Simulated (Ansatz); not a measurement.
Dissociation curve of GeBe, lowest triplet found (which spin is the ground state isn't settled by this scan).

Method: Ansatz (a first-principles code) with full CI/aug-cc-pVDZ, cores with 3d frozen.

**Question.** Relative to R = 2.24 Å, what are the energies at R = 1.56, 1.95, 3.82, 4.72 Å?

**Answer.** 4.088 eV at 1.56 Å, 0.376 eV at 1.95 Å, 0.972 eV at 3.82 Å, 1.040 eV at 4.72 Å.

Also computed but left out beside FCI, since their determinant holds another spin at the minimum (<S²> over 0.7 above the pure value): UHF, UMP2, UCCSD, UCCSD(T), UCCSDT, UCCSDT(Q).
